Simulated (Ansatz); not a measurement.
`CC(C)(C)[CH2][Zr]([F])([F])[F]`, 20 atoms. Charge 0, multiplicity 1. Correlated methods include outer-core shells of Zr, which these sets cover unevenly. Zr takes the def2 core potential. Hardware: A = 4 threads of an AMD EPYC 7R13 on a shared host; B = 4 threads of an AMD EPYC 7R13 on a shared host and a share of an NVIDIA H100 80 GB. Correlated methods freeze the cores.

How many basis functions does each run have, and how long does it take in Ansatz? RHF-CCSD(T)/def2-TZVPP energy [B]; RKS HSE06 (plane-wave form)-D4/def2-TZVPP energy [B]; RKS PBE0-D4/def2-QZVPP energy [B]; RHF-CCSD(T)/def2-SVP energy [B]; RKS ωB97M-V/def2-QZVPP energy [B]; direct RPA on PBE orbitals/def2-TZVPP energy [B]; RKS ωB97M-V/def2-TZVPP energy and forces [B]; RKS PBE0-D4/def2-TZVPP energy [B]; RKS ωB97M-V/def2-SVP energy [A]; RKS PBE0-D4/def2-SVP energy [A]; RKS r2SCANh-D4/def2-TZVPP energy [B]; RHF-MP2/def2-QZVPP energy [B]. (An estimate is asked.)

The calculation gave: Other jobs shared the machine, so times are rough.

| level | job | functions | wall time | peak host memory (GiB) |
| --- | --- | --- | --- | --- |
| RKS PBE0-D4/def2-SVP | energy [A] | 198 | 3.6 s | 1.2 |
| RKS PBE0-D4/def2-TZVPP | energy [B] | 458 | 4.6 s | 0.99 |
| direct RPA on PBE orbitals/def2-TZVPP | energy [B] | 458 | 5.5 s | 2.4 |
| RKS HSE06 (plane-wave form)-D4/def2-TZVPP | energy [B] | 458 | 5.5 s | 1.2 |
| RKS r2SCANh-D4/def2-TZVPP | energy [B] | 458 | 6.5 s | 1.2 |
| RHF-CCSD(T)/def2-SVP | energy [B] | 198 | 7 s | 1.2 |
| RKS PBE0-D4/def2-QZVPP | energy [B] | 867 | 7 s | 1.4 |
| RKS ωB97M-V/def2-QZVPP | energy [B] | 867 | 9 s | 1.6 |
| RKS ωB97M-V/def2-TZVPP | energy and forces [B] | 458 | 9.5 s | 1.2 |
| RKS ωB97M-V/def2-SVP | energy [A] | 198 | 12 s | 1.2 |
| RHF-MP2/def2-QZVPP | energy [B] | 867 | 13 s | 1.6 |
| RHF-CCSD(T)/def2-TZVPP | energy [B] | 458 | 73 s | 1.2 |
